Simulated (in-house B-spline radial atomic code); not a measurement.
Ionising Rh II (Rh+) with different functionals

Computed with an all-electron radial atomic-structure program (B-spline basis): scalar-relativistic (spin-free X2C) Hamiltonian, Fermi nucleus of rms radius 4.4945 fm, spin-polarised at highest spin, spherical fractional occupations for the functionals, the average over the highest-spin determinants for Hartree-Fock. The ionisation energy is the difference of two self-consistent energies, [Kr] 4d8 → [Kr] 4d7, without Breit or QED terms; ε is the level of the shell that loses the electron (its least bound occupied spin orbital). There is no spin-orbit coupling in this Hamiltonian.

Hybrids are left out here: with spherical fractional occupations of an open shell their exact exchange keeps a self-interaction that integer-occupation calculations don't have.

```csv
method,rung,ΔSCF (eV),-ε(4d) (eV)
Hartree-Fock,Hartree-Fock,?,?
LDA VWN5,LDA,18.88,13.19
LDA PW92,LDA,?,?
LDA exchange-only,LDA,17.26,11.70
PBE,GGA,18.52,12.85
PBEsol,GGA,18.54,12.87
BLYP,GGA,18.50,12.83
RPBE,GGA,18.42,12.75
PW91,GGA,18.60,12.93
BP86,GGA,18.66,13.00
AM05,GGA,18.55,12.87
OLYP,GGA,18.41,12.70
TPSS,meta-GGA,18.32,12.66
SCAN,meta-GGA,18.27,12.68
r2SCAN,meta-GGA,18.24,12.63
revTPSS,meta-GGA,18.26,12.61
```

Problem. What does LDA PW92 give?

Solution. ΔSCF 18.88 eV, and -ε(4d) = 13.19 eV.

Problem. What does Hartree-Fock give?

Solution. ΔSCF 16.20 eV, and -ε(4d) = 17.98 eV.

Problem. How do they compare with the NIST value?

Solution. NIST lists 18.080 eV (semi-empirical, ground level to ground level). Errors run from -1.88 to +0.80 eV; r2SCAN is closest (+0.16 eV), but part of that can be cancellation, since the calculations leave out spin-orbit coupling, Breit-QED terms, multiplet and fine-structure energies. Hartree-Fock also lacks correlation.
